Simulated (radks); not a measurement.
All-electron atom: Hf2+ in [Xe] 4f14 5d2.

Calculated with a radial shooting solver on a logarithmic mesh with Libxc functionals: scalar-relativistic Kohn-Sham, PBE, spin-polarised, spherical densities, point nucleus; open shells are filled with parallel spins first (spin-orbit coupling, left out, can overturn this in heavy ions).

Energy parts (eV):
total: -410277.77
kinetic: 449600.37
electron-nucleus: -1011172.15
Hartree: 159655.11
exchange-correlation: -8361.11

Orbitals (lengths in bohr, moments of r in powers of bohr; <r^-3> diverges for s and p1/2; r(90%) holds 90 % of the orbital's charge):
| orbital | occ. | eigenvalue (eV) | <r^2> | r(90%) | <r> | <r^-3> |
|---|---|---|---|---|---|---|
| 1s down | 1 | -65303.55 | 0.0004949 | 0.0345 | 0.01898 | - |
| 1s up | 1 | -65303.54 | 0.0004949 | 0.0345 | 0.01898 | - |
| 2s up | 1 | -11180.49 | 0.007639 | 0.125 | 0.08037 | - |
| 2s down | 1 | -11180.43 | 0.007639 | 0.125 | 0.08037 | - |
| 2p up | 3 | -9818.154 | 0.006284 | 0.117 | 0.07172 | 17780 |
| 2p down | 3 | -9818.102 | 0.006284 | 0.117 | 0.07172 | 17780 |
| 3s up | 1 | -2559.078 | 0.04976 | 0.306 | 0.2086 | - |
| 3s down | 1 | -2559.076 | 0.04976 | 0.306 | 0.2086 | - |
| 3p up | 3 | -2152.156 | 0.05041 | 0.312 | 0.2085 | 3924 |
| 3p down | 3 | -2152.151 | 0.05041 | 0.312 | 0.2085 | 3924 |
| 3d up | 5 | -1670.859 | 0.04187 | 0.293 | 0.1890 | 510.0 |
| 3d down | 5 | -1670.826 | 0.04187 | 0.293 | 0.1890 | 510.0 |
| 4s up | 1 | -527.5651 | 0.2475 | 0.672 | 0.4682 | - |
| 4s down | 1 | -527.5307 | 0.2475 | 0.672 | 0.4682 | - |
| 4p up | 3 | -394.0920 | 0.2818 | 0.724 | 0.4976 | 899.7 |
| 4p down | 3 | -394.0622 | 0.2818 | 0.724 | 0.4976 | 899.5 |
| 4d up | 5 | -221.6852 | 0.3324 | 0.804 | 0.5352 | 99.17 |
| 4d down | 5 | -221.6448 | 0.3322 | 0.804 | 0.5351 | 99.17 |
| 5s up | 1 | -82.3641 | 1.456 | 1.64 | 1.137 | - |
| 5s down | 1 | -81.5996 | 1.441 | 1.63 | 1.132 | - |
| 5p up | 3 | -51.0685 | 2.047 | 1.97 | 1.343 | 117.6 |
| 5p down | 3 | -49.9669 | 2.019 | 1.96 | 1.333 | 120.2 |
| 4f up | 7 | -31.9076 | 0.5984 | 1.15 | 0.6790 | 15.50 |
| 4f down | 7 | -31.7245 | 0.5861 | 1.14 | 0.6737 | 15.60 |
| 5d up | 2 | -17.3321 | 5.212 | 3.28 | 2.105 | 5.431 |
| 5d down | 0 | -15.7847 | 5.193 | 3.27 | 2.099 | 5.564 |

The highest occupied level is 5d up at -17.332 eV. Summed over all electrons, <r^2> = 40.19 bohr^2, which gives a Langevin (diamagnetic) susceptibility term of -31.8 x 10^-6 cm^3/mol. The density falls to 0.001 e/bohr^3 at r = 3.70 bohr.
